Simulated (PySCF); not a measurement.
Two-component Hartree-Fock for Bi (bismuth, neutral)

Start: [Xe] 4f14 5d10 6s2 6p3; 6p3/2 filled at m_j = -1/2, +1/2, +3/2. Calculated with PySCF 2.14 in x2c-SVPall-2c with one added diffuse shell each of s, p type (8s12p7d2f, 93 functions): generalised Hartree-Fock with the X2C-1e Hamiltonian and a Gaussian nucleus; one run each with spin-orbit coupling (SO) switched off, then screened by Boettger's factors. This is a chosen level, not necessarily the ground level.

| spinor shell | electrons | ε, spin-free (eV) | ε, screened SO (eV) | weight of nominal j (screened SO) | rms radius, screened SO (bohr) |
| --- | --- | --- | --- | --- | --- |
| 1s1/2 | 2 | -91044.1 | -91001.5 | 1.000 | 0.0178 |
| 2s1/2 | 2 | -16518.2 | -16504.2 | 1.000 | 0.0718 |
| 2p1/2 | 2 | -14152.8 | -15834.0 | 1.000 | 0.0606 |
| 2p3/2 | 4 | -14152.8 | -13508.6 | 1.000 | 0.0691 |
| 3s1/2 | 2 | -4060.9 | -4055.8 | 1.000 | 0.183 |
| 3p1/2 | 2 | -3375.1 | -3753.7 | 1.000 | 0.175 |
| 3d3/2 | 4 | -2671.4 | -2734.9 | 1.000 | 0.168 |
| 3d5/2 | 6 | -2671.4 | -2624.1 | 1.000 | 0.172 |
| 4s1/2 | 2 | -971.94 | -969.92 | 1.000 | 0.401 |
| 4p1/2 | 2 | -743.44 | -837.21 | 1.000 | 0.404 |
| 4p3/2 | 4 | -743.44 | -705.52 | 1.000 | 0.438 |
| 4d3/2 | 4 | -475.45 | -488.82 | 1.000 | 0.450 |
| 4d5/2 | 6 | -475.45 | -464.28 | 1.000 | 0.455 |
| 5s1/2 | 2 | -181.69 | -180.89 | 1.000 | 0.891 |
| 4f5/2 | 6 | -179.19 | -180.99 | 1.000 | 0.479 |
| 4f7/2 | 8 | -179.19 | -175.62 | 1.000 | 0.481 |
| 5p1/2 | 2 | -114.99 | -132.73 | 1.000 | 0.951 |
| 5p3/2 | 4 | -114.99 | -107.34 | 1.000 | 1.04 |
| 5d3/2 | 4 | -35.727 | -37.036 | 0.997 | 1.31 |
| 5d5/2 | 6 | -35.727 | -33.869 | 0.998 | 1.33 |
| 6s1/2 | 2 | -18.519 | -18.288 | 1.000 | 2.40 |
| 6p3/2 | 3 | -8.672 | -8.691 | 0.453 | 3.17 |

Task: Where does 3p3/2 lie, and what is the 3p spin-orbit splitting (screened SO)?

Result: At -3225.8 eV, 527.93 eV above 3p1/2.

```
   quantity     spin-free   screened SO
E (hartree)  -21512.64204  -21553.62512
        M_J           3/2           3/2
       ⟨J²⟩         3.756         3.775
       ⟨L²⟩         0.000         0.820
       ⟨S²⟩         3.756         3.214
```

Each row is a mean over spinors that exchange with the open shell spreads, by up to 4.487 eV (6s1/2).

Rows whose weight is well below 1 are mixtures of j = l ± 1/2: exchange outweighs spin-orbit coupling there, and the label is only the starting occupation.

Breit and QED terms are absent; they matter most for the inner s and p1/2 levels.

Densities and radii are taken from the X2C orbitals without a picture-change correction, which distorts them close to the nucleus.

Without spin-orbit coupling the j labels of p, d and f shells carry no meaning; the spin-free column gives the mean over the occupied spinors of each nl shell.
